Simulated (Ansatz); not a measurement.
Reaction (ligand exchange at a Ge–N bond): `O=C=[N][GeH]([Cl])[Cl]` + HBr → `[Cl][GeH]([Cl])[Br]` + `N=C=O`

Isolated molecules relaxed with PBE0-D4/def2-TZVP in Ansatz; ΔE leaves out vibrations. CCSD(T)/CBS adds triple-zeta CCSD(T) − MP2 to the extrapolated MP2 energy (def2 sets, frozen cores). This one scheme is used for every species. DFT in def2-TZVPP. For Br, Ge outer-core shells are correlated without core-valence functions, which leaves a few kJ/mol of doubt a bond. Scalar relativity is left out up to krypton. Each species was taken in one conformer, which may not be the lowest.

CCSD(T)/CBS gives -29.2 kJ/mol.

Task: Another level gave -41.1 kJ/mol. Which?
A. ωB97M-V/def2-TZVPP
B. CCSD/def2-TZVPP
C. PBE/def2-TZVPP
D. revPBE-D4/def2-TZVPP

Result: C. PBE -41.1, CCSD/def2-TZVPP -22.9, ωB97M-V -32.2, revPBE-D4 -36.6 kJ/mol.

Largest T1 diagnostic among the species: 0.018.

Leaving LDA and LC-ωPBE aside and taking each functional with its dispersion term where it has one, the values, not all of them listed here, spread over 11.9 kJ/mol, from PBE-D4 to CAM-B3LYP-D4. LDA lies +3.5 kJ/mol from PBE without D4. From PBE to PBE0 (25 % exact exchange), in def2-TZVPP and without D4, ΔE moves by +3.5 kJ/mol.
